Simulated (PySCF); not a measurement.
**Which determinant of SeH lies lowest?**

Unrestricted PBE0; basis H x2c-TZVPPall, Se x2c-TZVPPall; spin-free X2C with a Gaussian nucleus; PySCF 2.14. Outer shells of the fragments: H 1s1; Se 3d10 4s2 4p4.

Followed along the bond (rough minima from three points):

```
2Ms+1   unpaired  ⟨S²⟩ at the start  R at minimum (Å)  Te (eV)
    2        π ↑               0.75              1.47     0.00
    4  σ ↑, π ↑↑               3.75  none in the scan   ≤ 4.50
```

Solutions found at the starting distance of 1.435 Å, counted from the lowest of them; the search is not exhaustive and high or unbound solutions are not listed, so other states can lie among these:

```tsv
2Ms+1	unpaired	term	E (eV)	⟨S²⟩	⟨Lz²⟩	μ (D)
2	π ↑	²Π	0.00	0.75	1.01	-0.55
2	σ ↑	²Σ⁺	3.97	0.76	0.00	-1.14
4	σ ↑, π ↑↑	⁴Σ⁻	5.14	3.75	0.00	1.08
2	σ ↓, π ↑↑	mixed	5.59	1.76	0.00	1.24
2	σ ↑, π ↑↓	mixed	5.76	1.76	2.03	1.12
4	σ ↑↑, π ↑	⁴Π	7.98	3.75	1.01	0.23
```

A term symbol is given only where ⟨S²⟩ and ⟨Lz²⟩ are close to those of a pure state; real π, δ and φ orbitals otherwise mix terms. A positive dipole means H(−)Se(+).

Spin–orbit coupling is left out. Counting both spins, an empty level lies below a filled one in some of these solutions, because spin and occupation are held.
